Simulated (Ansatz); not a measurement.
Input file for FGeH3SSi (`F[SiH]1[S][GeH2]1`):

```yaml
crystal:
  periodic: [false, false, false]
  atoms:
    - {symbol: F, position_ang: [-0.454340, -1.649691, 1.656347]}
    - {symbol: Si, position_ang: [0.242124, -1.056271, 0.351436]}
    - {symbol: S, position_ang: [-0.979817, -0.639132, -1.296453]}
    - {symbol: Ge, position_ang: [-0.021064, 1.151859, -0.196680]}
    - {symbol: H, position_ang: [1.473917, -1.840495, 0.137370]}
    - {symbol: H, position_ang: [-1.105093, 2.030187, 0.434305]}
    - {symbol: H, position_ang: [0.905573, 1.935442, -1.131925]}
basis:
  gaussian: {orbitals: def2-SVP}
correlation: {method: ccsd_t}
```

```sh
$ ansatz run in.yaml --threads 2 --pin off --events-out ev --progress --plain --max-ram 4352MiB
```

The program prints (abridged):

```
Functional definition: HF
920 factors; integrals over basis functions are off by at most 1.2e-3 eV
mean field evaluation 1: about -77891.3815 eV, gradient 2.7e1 eV
mean field evaluation 2: about -77891.3975 eV, gradient 2.7e1 eV
mean field evaluation 4: about -77893.3369 eV, gradient 2.3e0 eV
mean field evaluation 8: about -77893.3623 eV, gradient 2.9e-4 eV
mean field -77893.36229093 eV, -2862.5282661744 hartree, gradient 3.1e-6 eV, S^2 0.000000; 0 other end points of the search recorded, 0 dependent functions left out
20 core orbitals not correlated: weight in the atoms' cores, before any rotation towards them, 1.000 or more for the frozen orbitals, at most 0.000 for the correlated occupied ones
reference -77893.36229093 eV, -2862.5282661744 hartree; 17, 17 occupied and 60, 60 virtual orbitals, 920 factors
second order -17.18770174 eV of doubles, -0.00000000 eV of singles
cycle   1  -17.33684955 eV  change   -1.5e-1 eV  update   1.1e-1
cycle   2  -17.85833699 eV  change   -5.2e-1 eV  update   3.2e-2
cycle   3  -17.95572071 eV  change   -9.7e-2 eV  update   1.7e-2
cycle   4  -17.94502885 eV  change    1.1e-2 eV  update   3.8e-3
cycle   5  -17.94366042 eV  change    1.4e-3 eV  update   1.7e-3
cycle   6  -17.94383970 eV  change   -1.8e-4 eV  update   5.5e-4
cycle   7  -17.94354052 eV  change    3.0e-4 eV  update   1.9e-4
cycle   8  -17.94353796 eV  change    2.6e-6 eV  update   6.9e-5
cycle   9  -17.94357130 eV  change   -3.3e-5 eV  update   2.6e-5
perturbative correction -0.52129913 eV, -0.0191573895 hartree
Total energy: -77911.82716135 eV, -2863.2068376465 hartree
```

Hardware: 2 threads of an AMD EPYC 7B13 on a shared host. Wall time 5 s, peak host memory 0.4 GiB.

The correlation energy is -18.465 eV, 2.8 % of it from (T); the T1 diagnostic reads 0.0129.
